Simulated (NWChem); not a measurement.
System: AlAsH$_{4}$O; SMILES [OH][AlH][AsH2]

Here is an NWChem input.

```
start job
memory heap 200 mb stack 900 mb global 1100 mb
geometry units angstroms noautoz
  Al    -0.522298    -1.238114     0.046352
  As    -0.082357     1.144746     0.059842
  H     -1.312936     1.394304    -0.809866
  H      0.840189     0.999429    -1.146505
  H     -1.961002    -1.882372     0.259185
  O      0.843901    -2.246923    -0.117623
  H      0.842719    -3.205469    -0.090291
end
basis spherical
  * library sto-3g
end
dft
  xc pbe0
  iterations 150
  mulliken
end
task dft energy
```

Parts of the log:

```
             Northwest Computational Chemistry Package (NWChem) 7.3.0
             --------------------------------------------------------

 C1  symmetry detected

                             Geometry "geometry" -> ""
                             -------------------------

 Output coordinates in angstroms (scale by  1.889725989 to convert to a.u.)

  No.       Tag          Charge          X              Y              Z
 ---- ---------------- ---------- -------------- -------------- --------------
    1 Al                  13.0000    -0.56323376    -1.20894095     0.01272600
    2 As                  33.0000     0.08897269     1.12455051     0.04731188
    3 H                    1.0000    -1.00715278     1.46366361    -0.96090791
    4 H                    1.0000     1.12490431     0.86973923    -1.04328343
    5 H                    1.0000    -2.06975487    -1.71657587     0.06691447
    6 O                    8.0000     0.71445511    -2.33967251     0.01908235
    7 H                    1.0000     0.62230253    -3.29338152     0.05788808

 Effective nuclear repulsion energy (a.u.)     218.3337058427

                                 NWChem DFT Module
                                 -----------------

 Summary of "ao basis" -> "ao basis" (spherical)
 ------------------------------------------------------------------------------
       Tag                 Description            Shells   Functions and Types
 ---------------- ------------------------------  ------  ---------------------
 Al                          sto-3g                  5        9   3s2p
 As                          sto-3g                  8       18   4s3p1d
 H                           sto-3g                  1        1   1s
 O                           sto-3g                  3        5   2s1p

            General Information
            -------------------
          SCF calculation type: DFT
          Wavefunction type:  closed shell.
          No. of atoms     :     7
          No. of electrons :    58
           Alpha electrons :    29
            Beta electrons :    29
          Charge           :     0
          Spin multiplicity:     1
          Use of symmetry is: off; symmetry adaption is: off
          Maximum number of iterations: 150
          AO basis - number of functions:    36
                     number of shells:    20
          Convergence on energy requested:  1.00D-06
          Convergence on density requested:  1.00D-05
          Convergence on gradient requested:  5.00D-04

              XC Information
              --------------
                         PBE0 Method XC Functional
                     Hartree-Fock (Exact) Exchange  0.250
          PerdewBurkeErnzerhof Exchange Functional  0.750
            Perdew 1991 LDA Correlation Functional  1.000 local
           PerdewBurkeErnz. Correlation Functional  1.000 non-local

             Grid Information
             ----------------
          Grid used for XC integration:  medium
          Radial quadrature: Mura-Knowles
          Angular quadrature: Lebedev.
          Tag              B.-S. Rad. Rad. Pts. Rad. Cut. Ang. Pts.
          ---              ---------- --------- --------- ---------
          Al                  1.25       88           8.0       590
          As                  1.15      112          11.0       590
          H                   0.35       45          12.0       434
          O                   0.60       49          11.0       434
          Grid pruning is: on
          Number of quadrature shells:   429
          Spatial weights used:  Erf1

      Superposition of Atomic Density Guess
      -------------------------------------

 Sum of atomic energies:       -2523.70290760

      Non-variational initial energy
      ------------------------------

 Total energy =   -2523.379978
 1-e energy   =   -3980.209698
 2-e energy   =    1238.496014
 HOMO         =      -0.101956
 LUMO         =       0.282760

     ---------------------------------------------
      Total Density - Mulliken Population Analysis
     ---------------------------------------------

    Atom       Charge   Shell Charges
 -----------   ------   -------------------------------------------------------
    1 Al  13    11.78   2.00  1.98  5.78  1.08  0.94
    2 As  33    33.21   2.00  2.00  6.00  2.00  5.96  1.78  3.48  9.99
    3 H    1     1.05   1.05
    4 H    1     1.04   1.04
    5 H    1     1.32   1.32
    6 O    8     8.96   2.00  1.83  5.13
    7 H    1     0.64   0.64

   convergence    iter        energy       DeltaE   RMS-Dens  Diis-err
 ---------------- ----- ----------------- --------- --------- ---------
 d= 0,ls=0.0,diis     1  -2526.1963116863 -2.74D+03  5.53D-02  5.41D-01
 d= 0,ls=0.0,diis     2  -2525.9967175983  2.00D-01  3.63D-02  2.06D+00
 d= 0,ls=0.0,diis     3  -2526.3024642428 -3.06D-01  3.68D-03  3.75D-03
 d= 0,ls=0.0,diis     4  -2526.3032650090 -8.01D-04  1.18D-03  7.92D-04
 d= 0,ls=0.0,diis     5  -2526.3034498316 -1.85D-04  1.69D-04  1.09D-05
  Resetting Diis
 d= 0,ls=0.0,diis     6  -2526.3034524913 -2.66D-06  2.64D-05  1.88D-07
 d= 0,ls=0.0,diis     7  -2526.3034525482 -5.68D-08  7.02D-06  9.12D-09

         Total DFT energy =    -2526.303452548157
      One electron energy =    -3976.906676654676
           Coulomb energy =     1344.705239023833
    Exchange-Corr. energy =     -112.435720760040
 Nuclear repulsion energy =      218.333705842726

 Numeric. integr. density =       58.000019195743

                       DFT Final Molecular Orbital Analysis
                       ------------------------------------

 Vector   27  Occ=2.000000D+00  E=-1.682889D-01
              MO Center=  4.9D-01, -1.7D+00,  9.4D-03, r^2= 2.7D+00
   Bfn.  Coefficient  Atom+Function         Bfn.  Coefficient  Atom+Function
  ----- ------------  ---------------      ----- ------------  ---------------
    33      0.649622  6 O  px                35     -0.492299  6 O  pz
    19     -0.231755  2 As s                 21     -0.208214  2 As py
    32      0.208197  6 O  s                  8      0.203344  1 Al py
    22     -0.182982  2 As pz                 9     -0.181724  1 Al pz
    30      0.165865  5 H  s                  4     -0.100451  1 Al py

 Vector   28  Occ=2.000000D+00  E=-1.607340D-01
              MO Center=  4.9D-01, -2.1D+00,  5.6D-02, r^2= 1.4D+00
   Bfn.  Coefficient  Atom+Function         Bfn.  Coefficient  Atom+Function
  ----- ------------  ---------------      ----- ------------  ---------------
    35      0.738844  6 O  pz                33      0.476321  6 O  px
    30      0.231778  5 H  s                  9      0.219613  1 Al pz
    32      0.186867  6 O  s                 34      0.115366  6 O  py
     5     -0.097984  1 Al pz                 7     -0.096107  1 Al px
    19     -0.083852  2 As s                 21      0.083633  2 As py

 Vector   29  Occ=2.000000D+00  E=-1.419562D-01
              MO Center=  3.8D-02,  4.7D-01,  1.7D-01, r^2= 3.9D+00
   Bfn.  Coefficient  Atom+Function         Bfn.  Coefficient  Atom+Function
  ----- ------------  ---------------      ----- ------------  ---------------
    21      0.550772  2 As py                19      0.442988  2 As s
    22      0.384654  2 As pz                30      0.283157  5 H  s
    35     -0.266479  6 O  pz                 6     -0.198406  1 Al s
    33      0.194148  6 O  px                 8     -0.173364  1 Al py
    17     -0.173884  2 As py                20      0.172979  2 As px

 Vector   30  Occ=0.000000D+00  E= 1.688697D-01
              MO Center= -4.0D-01, -9.7D-01, -3.3D-01, r^2= 2.4D+00
   Bfn.  Coefficient  Atom+Function         Bfn.  Coefficient  Atom+Function
  ----- ------------  ---------------      ----- ------------  ---------------
     9      0.860958  1 Al pz                 6     -0.445160  1 Al s
    21     -0.361453  2 As py                 5     -0.344259  1 Al pz
    35     -0.329344  6 O  pz                30      0.223209  5 H  s
    29      0.195135  4 H  s                 28      0.168872  3 H  s
    32      0.163279  6 O  s                  2      0.127961  1 Al s

 Vector   31  Occ=0.000000D+00  E= 2.049139D-01
              MO Center= -4.1D-01, -8.0D-01,  4.0D-01, r^2= 2.9D+00
   Bfn.  Coefficient  Atom+Function         Bfn.  Coefficient  Atom+Function
  ----- ------------  ---------------      ----- ------------  ---------------
     6      0.860132  1 Al s                 21      0.584744  2 As py
     9      0.511589  1 Al pz                30     -0.444582  5 H  s
    32     -0.341401  6 O  s                  2     -0.243929  1 Al s
    33      0.233891  6 O  px                19     -0.229276  2 As s
    36      0.222216  7 H  s                  5     -0.201286  1 Al pz

 Vector   32  Occ=0.000000D+00  E= 2.518338D-01
              MO Center=  1.9D-02,  1.0D+00, -3.0D-01, r^2= 2.4D+00
   Bfn.  Coefficient  Atom+Function         Bfn.  Coefficient  Atom+Function
  ----- ------------  ---------------      ----- ------------  ---------------
    20      0.961186  2 As px                28      0.707645  3 H  s
    29     -0.662859  4 H  s                 21     -0.305943  2 As py
    16     -0.239842  2 As px                 7      0.183417  1 Al px
    30      0.129568  5 H  s                 32     -0.128861  6 O  s
    26      0.099199  2 As d  1               8     -0.093735  1 Al py

     ---------------------------------------------
      Total Density - Mulliken Population Analysis
     ---------------------------------------------

    Atom       Charge   Shell Charges
 -----------   ------   -------------------------------------------------------
    1 Al  13    12.28   2.00  1.98  5.79  1.08  1.43
    2 As  33    33.06   2.00  2.00  6.00  2.00  5.94  1.80  3.34  9.97
    3 H    1     1.08   1.08
    4 H    1     1.07   1.07
    5 H    1     1.23   1.23
    6 O    8     8.47   2.00  1.82  4.65
    7 H    1     0.82   0.82

     -------------------------------------------
      Total Density - Lowdin Population Analysis
     -------------------------------------------

    Atom       Charge   Shell Charges
 -----------   ------   -------------------------------------------------------
    1 Al  13    12.39   2.00  1.96  5.70  1.08  1.66
    2 As  33    32.99   2.00  2.00  6.00  2.00  5.92  1.70  3.42  9.97
    3 H    1     1.09   1.09
    4 H    1     1.09   1.09
    5 H    1     1.22   1.22
    6 O    8     8.34   2.00  1.68  4.67
    7 H    1     0.87   0.87

     Multipole analysis of the density
     ---------------------------------

     L   x y z        total         alpha         beta         nuclear
     -   - - -        -----         -----         ----         -------
     0   0 0 0     -0.000000    -29.000000    -29.000000     58.000000

     1   1 0 0     -0.326863     -0.163431     -0.163431      0.000000
     1   0 1 0     -0.845325     -0.422662     -0.422662      0.000000
     1   0 0 1     -0.330278     -0.165139     -0.165139      0.000000

     2   2 0 0    -27.172203    -41.118531    -41.118531     55.064858
     2   1 1 0      0.056065      0.405444      0.405444     -0.754822
     2   1 0 1     -0.057548      0.245280      0.245280     -0.548107
     2   0 2 0    -23.548445   -228.210263   -228.210263    432.872081
     2   0 1 1     -1.036409      2.018620      2.018620     -5.073648
     2   0 0 2    -23.125105    -15.309490    -15.309490      7.493875
```

Level: PBE0/STO-3G. Structure relaxed at the PBE0/def2-SVP level.
